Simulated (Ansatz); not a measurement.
Stepwise reaction of `[F][Sn]([F])([SH])[SH]` with hydrogen sulfide, as a gas-phase model of exchange steps in deposition or etching. ΔE in kJ/mol; ΔG adds harmonic PBE0-D4 terms to CCSD(T)/CBS, at 1 bar.

Calculated with Ansatz (gas phase, PBE0-D4/def2-TZVP geometries, no zero-point term in ΔE). CCSD(T)/CBS adds triple-zeta CCSD(T) − MP2 to the extrapolated MP2 energy (def2 sets, frozen cores). This one scheme is used for every species. DFT in def2-TZVPP. B3LYP here is the variant with VWN-RPA as its local correlation; programs differ in this. Elements past krypton have def2 core potentials. For Sn outer-core shells are correlated without core-valence functions, which leaves a few kJ/mol of doubt a bond. Each species was taken in one conformer, which may not be the lowest.

| step | reaction | PBE-D4 | B3LYP-D4 | ωB97M-V | CCSD(T)/CBS | ΔG(400 K) |
| --- | --- | --- | --- | --- | --- | --- |
| 1 | `[F][Sn]([F])([SH])[SH]` + H₂S → `[F][Sn]([SH])([SH])[SH]` + H–F | -14.2 | -9.2 | -8.2 | -14.9 | -7.8 |
| 2 | `[F][Sn]([SH])([SH])[SH]` + H₂S → `[SH][Sn]([SH])([SH])[SH]` + H–F | -8.2 | -4.1 | -2.3 | -11.3 | -2.1 |

(1) By hand: ΔE of the 2 steps together at CCSD(T)/CBS.

Answers

(1) (-14.9) + (-11.3) = -26.2 kJ/mol, or -13.1 kJ/mol a step.

In ΔE the steps differ by no more than 3.6 kJ/mol. All are downhill at CCSD(T)/CBS. ΔG lies between -7.8 and -2.1 kJ/mol a step. PBE-D4 differs from CCSD(T)/CBS by 0.7 to 3.1 kJ/mol a step. Isolated molecules leave out the surface, adducts and barriers. Largest T1 diagnostic: 0.014.
